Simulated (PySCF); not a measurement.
# H6S3Si3: core ionisation energies

Cyclo-(H2SiS)3.
Geometry (PBE0-D3(BJ)/def2-SVP, Å), atoms numbered from 1 in this order:
```xyz
12
H6S3Si3 angstrom
Si     0.3351   -1.8678   -0.0454
H     -1.0395   -2.0799    0.4849
H      1.1065   -3.1372   -0.0598
S      1.3993   -0.4914    1.2294
Si    -0.1988    0.8880    1.6471
H     -1.0898    0.4125    2.7415
H      0.4769    2.1550    2.0417
S     -1.5028    1.1500   -0.0471
Si    -0.0913    0.9200   -1.6571
H      1.1684    1.6463   -1.3408
H     -0.7417    1.4777   -2.8714
S      0.2931   -1.1561   -2.0720
```

Level of theory: PySCF, delta-SCF UKS SCAN, pcX-2 on the ionised atom, pcseg-1 elsewhere, spin-free X2C. Binding energies are ΔSCF values: E(core-ionised, relaxed orbitals) − E(ground state) at a fixed geometry, referred to the vacuum level.

Question: List the computed XPS lines with their assignment.

Answer: 
```tsv
atom(s)	bonded to	level	binding energy (eV)	2p1/2 (eV)	count
Si1/Si5/Si9	2 S and 2 H	Si 2p3/2	107.75	108.38	3
Si1/Si5/Si9	2 S and 2 H	Si 1s	1847.63	–	3
S4/S8/S12	2 Si	S 1s	2476.73	–	3
```

Question: Which effective nuclear charge Zeff reproduces each element's mean 1s value in the hydrogen-like formula E = 13.606 eV × Zeff²?

Answer: Si (Z = 14): mean 1847.6 eV, Zeff = 11.65, Z − Zeff = 2.35; S (Z = 16): mean 2476.7 eV, Zeff = 13.49, Z − Zeff = 2.51. Means run over the listed sites, weighted by atom count.

Question: Which photon energy gives electrons from S 1s of S4/S8/S12 a kinetic energy of 200 eV, and what is their de Broglie wavelength?

Answer: hν = 2476.73 + 200 = 2676.73 eV, recoil neglected; λ = 12.264 Å/√(E/eV) = 0.87 Å.

One atom of each set of topologically equivalent atoms was ionised and stands for the set; in this conformer not all members are related by symmetry, and their own values weren't computed. Not every level is listed. 2p3/2 and 2p1/2 are the ΔSCF energy of one spin-free 2p hole plus the eigenvalues of a spin–orbit and ligand-field matrix of the shell. 2p1/2 minus 2p3/2 (ligand field included): Si 0.63 eV. One conformer (not necessarily the lowest) at the PBE0-D3(BJ)/def2-SVP geometry, without solvent, vibrations or thermal averaging.

Hardware: Intel Xeon at 2.50 GHz, one thread (shared host). Cost: 76 s of wall time, 0.60 GiB resident at most.
